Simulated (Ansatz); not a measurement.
Frontier orbitals of `[GaH2][CH]1BO1`.

Z-matrix (Å, degrees):
```
C
B 1 1.521
O 1 1.536 2 51.2
Ga 1 1.952 2 124.0 3 99.5
H 1 1.091 2 115.3 3 -96.5
H 2 1.184 1 157.1 3 179.2
H 4 1.566 1 119.1 2 -45.4
H 4 1.568 1 118.4 2 132.1
```

The species carries charge 0 and has multiplicity 1. Correlated methods include outer-core shells of Ga, which these sets cover unevenly. Scalar relativity is left out up to krypton. Geometry: relaxed with PBE0-D4/def2-TZVP. Basis def2-TZVPP, the Gaussian-basis code of Ansatz.

| functional | HOMO (eV) | LUMO (eV) |
| --- | --- | --- |
| r2SCANh | -7.20 | -1.93 |

Q: Give HOMO and LUMO (eV) with LDA (SPW92), PBE, revPBE, BLYP, r2SCAN, B97M-V, PBE0, B3LYP, r2SCAN0, HSE06 (plane-wave form), BHLYP, CAM-B3LYP, LC-ωPBE, ωB97X-V, ωB97M-V, HF. (Best estimate.)

A: Computed: 
```json
{"functional": "LDA (SPW92)", "HOMO": "-6.67", "LUMO": "-2.76"}
{"functional": "PBE", "HOMO": "-6.50", "LUMO": "-2.49"}
{"functional": "revPBE", "HOMO": "-6.44", "LUMO": "-2.37"}
{"functional": "BLYP", "HOMO": "-6.39", "LUMO": "-2.44"}
{"functional": "r2SCAN", "HOMO": "-6.73", "LUMO": "-2.21"}
{"functional": "B97M-V", "HOMO": "-6.81", "LUMO": "-2.42"}
{"functional": "PBE0", "HOMO": "-7.76", "LUMO": "-1.68"}
{"functional": "B3LYP", "HOMO": "-7.55", "LUMO": "-1.96"}
{"functional": "r2SCAN0", "HOMO": "-7.92", "LUMO": "-1.52"}
{"functional": "HSE06 (plane-wave form)", "HOMO": "-7.36", "LUMO": "-2.05"}
{"functional": "BHLYP", "HOMO": "-8.95", "LUMO": "-0.94"}
{"functional": "CAM-B3LYP", "HOMO": "-9.14", "LUMO": "-0.80"}
{"functional": "LC-ωPBE", "HOMO": "-10.50", "LUMO": "0.40"}
{"functional": "ωB97X-V", "HOMO": "-10.12", "LUMO": "0.25"}
{"functional": "ωB97M-V", "HOMO": "-10.00", "LUMO": "0.02"}
{"functional": "HF", "HOMO": "-10.79", "LUMO": "1.10"}
```

B3LYP here is the variant with VWN-RPA as its local correlation; programs differ in this. LC-ωPBE has ω = 0.4 bohr⁻¹. Positive LUMOs are unbound and depend on the basis.
